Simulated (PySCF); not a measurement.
**HF beside CCSD(T) along group 14: bonds to H**

HF and CCSD(T) in PySCF with def2-TZVPP on every atom (core potentials on Pb), for the lowest determinant that a PBE0 search found; no spin–orbit coupling.

| molecule | state (unpaired electrons) | HF Re (Å) | HF ωe (cm⁻¹) | HF De (eV) | CCSD(T) Re (Å) | CCSD(T) ωe (cm⁻¹) | CCSD(T) De (eV) |
| --- | --- | --- | --- | --- | --- | --- | --- |
| CH | doublet (π ↑) | 1.105 | 3035 | 2.46 | 1.121 | 2848 | 3.54 |
| SiH | doublet (π ↑) | 1.515 | 2125 | 2.27 | 1.524 | 2044 | 3.12 |
| GeH | doublet (π ↑) | 1.590 | 1989 | 1.99 | ? | ? | ? |
| PbH | doublet (π ↑) | 1.839 | 1664 | 1.49 | 1.845 | 1603 | 2.46 |

Question: Estimate the CCSD(T) values of GeH by adding the mean shift from HF to CCSD(T) of the other rows, and compare with the calculation.

Answer: The mean shifts are +1.0 pm, -110 cm⁻¹ and +0.97 eV, which give 1.600 Å, 1879 cm⁻¹ and 2.96 eV. CCSD(T)/def2-TZVPP gives Re = 1.592 Å, ωe = 1908 cm⁻¹, De = 2.91 eV.

Question: What are the mean differences of HF from CCSD(T) over the whole series?

Answer: Re -0.8 pm, ωe +102 cm⁻¹, De -0.96 eV.

In a basis of this size CCSD(T) is itself not converged; it tends to give bonds that are too long and too weak.

Correlated steps freeze the inner cores (1 to 9 orbitals); shallow outer-core shells are correlated. These are scalar-relativistic numbers at best; spin–orbit coupling would shift them, the dissociation energy most. States were picked by a PBE0 search and need not be the measured ground states.
